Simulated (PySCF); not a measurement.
Work out the structure from these simulated measurements.

Formula: C8H5Cl.

* Rotational structure: rotational constants A, B, C: 1.627, 0.832, 0.550 GHz [GFN2-xTB]
* Dipole: 1.88 D [PBE0/def2-SVPD]
* NMR, other nuclei: isotropic shieldings of nuclei other than C and H, by class: 700 (1 Cl) ppm [GIAO PBE0/pcSseg-1]
* 1H NMR: chemical shifts (computed TMS as zero) by class: 6.63 (1 H), 5.62 (1 H), 5.21 (1 H), 5.08 (1 H), 4.35 (1 H) ppm [GIAO PBE0/pcSseg-1]
* 13C NMR: chemical shifts (computed TMS as zero) by class: 144.9 (1 C), 142.0 (1 C), 129.3 (1 C), 126.4 (1 C), 115.4 (1 C), 113.9 (1 C), 93.7 (1 C), 72.6 (1 C) ppm [GIAO PBE0/pcSseg-1]
* Polarisability: 127.0 au [PBE0/def2-SVPD]
* Triplet: lowest triplet excitation (Tamm–Dancoff): 2.06 eV [TDA PBE0/def2-SVPD]

The electronic properties come from PySCF, for the isolated species, density fitting. Levels stand in brackets. One conformer (not necessarily the lowest) at the GFN2-xTB geometry, without solvent, vibrations or thermal averaging. NMR classes are plain means over equivalent atoms (diastereotopic ones count apart unless rotation or inversion swaps them), as if these changed places fast.

Problem. Propose a structure and show how it fits.

Solution. Numbering: `[CH:1]#[C:2][C:3]1=[C:4]([Cl:5])[C:6]/1=[CH:7]/[CH:8]=[CH2:9]`. Its formula, C8H5Cl, gives 6 degrees of unsaturation: 1 ring and 5 π bonds in the structure found. 8 carbons fall into 8 classes; from least to most shielded: vinylic C–Cl carbon [C4] (144.9 ppm), alkene CH carbon [C8] (142.0 ppm), fully substituted alkene carbon [C3] (129.3 ppm), fully substituted alkene carbon [C6] (126.4 ppm), terminal =CH2 carbon [C9] (115.4 ppm), terminal alkyne carbon [C1] (113.9 ppm), alkene CH carbon [C7] (93.7 ppm), alkyne carbon [C2] (72.6 ppm). Hydrogen classes from least to most shielded: 1 H on an alkene CH carbon, C8 (6.63 ppm), 1 H on an alkene CH carbon, C7 (5.62 ppm), 1 H on a terminal =CH2 carbon, C9 (5.21 ppm), 1 H on a terminal =CH2 carbon, C9 (5.08 ppm), 1 H on a terminal alkyne carbon, C1 (4.35 ppm). The other shieldings belong to: 700 ppm, vinyl chlorine [Cl5]. The optimised geometry has point group Cs and is an asymmetric top. Structure: `C#CC1=C(Cl)C/1=C/C=C`. Computed isomers that give other values at the same levels: `C#Cc1cccc(Cl)c1` (13C chemical shifts (computed TMS as zero) by class: 146.2 (1 C), 139.9 (1 C), 137.3 (1 C), 135.1 (1 C), 134.9 (1 C), 128.5 (1 C), 89.0 (1 C), 88.0 (1 C) ppm). The assignments are read from this structure; whether some other isomer fits the data as well wasn't checked.

The values belong to the conformer `[CH:1]#[C:2][C:3]1=[C:4]([Cl:5])[C:6]/1=[CH:7]/[CH:8]=[CH2:9]`: C6–C7–C8–C9 180°.
